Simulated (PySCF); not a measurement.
# Computed spin Hamiltonian

C9H8 (charge +1 and doublet state).
Numbering: `[CH3:1][C+:2]=[C:3][c:4]1[cH:5][cH:6][cH:7][cH:8][cH:9]1` (hydrogens: H10, H11, H12 on C1; H13 on C5; H14 on C6; H15 on C7; H16 on C8; H17 on C9)

The calculation used PySCF 2.14.0, UKS B3LYP, IGLO-III on C, pcH-1 on H, non-relativistic, mean-field spin-orbit, GIAO. Isolated species at its PBE0-D3(BJ)/def2-SVP geometry, gas phase. Stability of the SCF solution: not tested.

| Quantity | Value |
| --- | --- |
| g1, g2, g3 | 2.00218, 2.00300, 2.00454 |
| g_iso | 2.00324 |
| Form of g | rhombic: the two nearest values differ by 35 % of g3 − g1 |
| ⟨S²⟩ | 0.7648 (exact 0.7500) |
| α and β electrons | 31, 30 |
| Total energy | -347.55697 Eh |

Hyperfine couplings atom by atom, in G; T1 to T3 are the principal values of the dipolar part (MHz turned into gauss with g_iso; 10 G = 1 mT):

```csv
atom,isotope,a_iso,T1,T2,T3,Mulliken spin population
C1,13C,-4.9,-0.9,-0.4,1.3,-0.01
C2,13C,7.4,-11.6,-10.7,22.3,0.36
C3,13C,-7.8,-5.4,-0.9,6.3,0.03
C4,13C,1.8,-5.5,-5.4,10.9,0.19
C5,13C,1.0,-3.2,-3.0,6.2,0.10
C6,13C,-4.2,-1.8,0.8,1.0,-0.05
C7,13C,7.7,-8.5,-8.1,16.7,0.30
C8,13C,-4.2,-1.8,0.8,1.0,-0.05
C9,13C,0.9,-3.2,-2.9,6.2,0.10
H10,1H,0.8,-0.7,-0.7,1.4,0.00
H11,1H,23.0,-1.2,-0.5,1.7,0.02
H12,1H,27.3,-1.2,-0.5,1.8,0.03
H13,1H,-2.9,-1.4,-0.8,2.2,-0.01
H14,1H,0.5,-0.7,-0.3,1.0,0.00
H15,1H,-7.2,-4.1,-0.5,4.6,-0.02
H16,1H,0.5,-0.7,-0.3,1.0,0.00
H17,1H,-2.9,-1.4,-0.8,2.2,-0.01
```

Largest spin populations (Mulliken): C2 (+0.36), C7 (+0.30), C4 (+0.19) and C5 (+0.10). Three atoms exceed +0.15.

The SMILES `C[C+]=[C]c1ccccc1` draws the unpaired electron on C3, whose computed spin population is only +0.03.

Axes: g3 points within 1° of the C2–C3 bond.

Under fast tumbling the dipolar parts average out, and these isotropic splittings remain: 3 × 1H (H10/H11/H12, I = 1/2, 4 lines) with 1.70 mT, 1 × 1H (H15, I = 1/2, 2 lines) with 0.72 mT, 1 × 1H (H13, I = 1/2, 2 lines) with 0.29 mT, 1 × 1H (H17, I = 1/2, 2 lines) with 0.29 mT, 1 × 1H (H14, I = 1/2, 2 lines) with 0.05 mT and 1 × 1H (H16, I = 1/2, 2 lines) with 0.05 mT.

Class means assume fast exchange of nuclei equivalent by connectivity; if that motion is slow, each nucleus keeps its own coupling. C5 and C9, with what hangs on them, aren't averaged: C4 is flat or nearly so (angle sum 360°), and its turn about the short C4–C3 bond (1.39 Å) is taken as slow. The three 1H nuclei of mean +47.8 MHz run from 2.4 to 76.5 MHz in the frozen geometry.

The 13C coupling of C3 (-21.8 MHz) shows only in satellite lines or after enrichment, since that isotope makes up about 1.07 % of natural carbon.

Examples of negative spin density at the nucleus (bohr⁻³): C3 (-0.0194), C1 (-0.0122) and C6 (-0.0106).
